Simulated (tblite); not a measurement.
Species: C₈H₉O₂P.
Numbering: `[CH3:1][C:2](=[O:3])[c:4]1[p:5][cH:6][o:7][c:8]1[CH:9]1[CH2:10][CH2:11]1` (hydrogens: H12, H13, H14 on C1; H15 on C6; H16 on C9; H17, H18 on C10; H19, H20 on C11)

Structure used (GFN2-xTB), in Å, numbered top down from 1:
```xyz
20
C8H9O2P angstrom
C      3.3764    0.0190   -0.1040
C      1.9598   -0.4833    0.0192
O      1.7042   -1.6506    0.2322
C      0.9304    0.5453   -0.1383
P      1.2714    2.2662   -0.4688
C     -0.4108    2.5193   -0.4567
O     -1.1687    1.4343   -0.2302
C     -0.4337    0.3369   -0.0530
C     -1.1414   -0.9166    0.2039
C     -2.4770   -1.1516   -0.4620
C     -2.4246   -0.8838    1.0006
H      4.0726   -0.8064    0.0195
H      3.5653    0.7760    0.6556
H      3.5185    0.4778   -1.0810
H     -0.9581    3.4337   -0.6055
H     -0.4786   -1.7594    0.3347
H     -2.8524   -0.3734   -1.1090
H     -2.6907   -2.1525   -0.8029
H     -2.7669    0.0767    1.3552
H     -2.6008   -1.6969    1.6872
```

Method: GFN2-xTB as coded in tblite; computed harmonic values from a numerical Hessian at the method's own geometry, unscaled. This tight-binding method is rough: wavenumbers can miss measured ones by several per cent, in bad cases by 10 to 20. One conformer, not necessarily the lowest.

Harmonic wavenumbers (cm⁻¹): 38.4, 55.0, 112.7, 130.4, 145.3, 178.3, 195.4, 313.7, 348.7, 376.6, 426.6, 444.5, 552.8, 576.7, 657.5, 657.9, 703.1, 709.1, 803.2, 869.1, 889.5, 940.3, 946.4, 979.9, 986.2, 1029.8, 1032.9, 1054.3, 1066.8, 1069.8, 1086.9, 1140.7, 1153.4, 1225.5, 1250.1, 1264.5, 1302.9, 1358.1, 1363.5, 1426.8, 1440.8, 1452.7, 1471.9, 1499.9, 1717.1, 3013.1, 3019.6, 3054.2, 3091.7, 3094.2, 3096.3, 3100.9, 3119.3, 3120.1.

A = 1393, B = 861.8, C = 557.3 MHz; mass 168.034 u (most abundant isotopes); point group Cs, symmetry number 1.

What is the zero-point energy?

½Σν̃ = 33078 cm⁻¹ = 395.69 kJ/mol.

Entropy at 273.15 K, 1 bar (ideal gas, RRHO, classical rotation)?

Translation 170.94, rotation 126.74, vibration 125.08: S = 422.8 J/(mol K).

And Cp and H(273.15 K) − H(0)?

Cp = 162.38 J/(mol K), of which vibrations give 129.13 (their classical limit is 54 R = 449.0); H(273.15 K) − H(0) = 26.88 kJ/mol without the zero-point energy, 17.80 from vibrations.

Blend soft modes into free rotors: weight 1/[1 + (100 cm⁻¹/ν̃)⁴] for the oscillator and the rest for a rotor with moment μB/(μ + B), μ = h/(8π²ν), B = 10⁻⁴⁴ kg m². What vibrational entropy results?

113.99 J/(mol K) in place of 125.08, which changes −T·S at 273.15 K by +3.03 kJ/mol.

How do the functions run with temperature in this model?

| T (K) | S (J/(mol K)) | Cp (J/(mol K)) | H − H(0) (kJ/mol) | G − H(0) (kJ/mol) | ln q(vib) |
| --- | --- | --- | --- | --- | --- |
| 100 | 306.8 | 83.7 | 5.80 | -24.89 | 2.15 |
| 200 | 378.0 | 127.1 | 16.31 | -59.29 | 5.10 |
| 300 | 438.6 | 175.7 | 31.42 | -100.16 | 7.98 |
| 500 | 549.9 | 262.5 | 75.73 | -199.20 | 13.70 |
| 800 | 692.2 | 341.0 | 167.48 | -386.25 | 21.97 |
| 1000 | 771.9 | 373.2 | 239.08 | -532.84 | 27.09 |

q(vib) and H(0) count from the zero-point level.

Which modes carry the vibrational entropy at 273.15 K?

38.4 cm⁻¹: 21.62; 55.0 cm⁻¹: 18.64; 112.7 cm⁻¹: 12.77; 130.4 cm⁻¹: 11.60; 145.3 cm⁻¹: 10.74; 178.3 cm⁻¹: 9.14 J/(mol K); the other 48 give 40.58 together.

What must be added to the electronic energy to get the Gibbs energy at 273.15 K and 1 bar?

ZPE + [H(273.15 K) − H(0)] − T·S = 395.69 + 26.88 − 115.48 = 307.09 kJ/mol.

Hindered rotation and anharmonicity are outside this model. Other conformers, if any are populated, would add a mixing term that is left out.
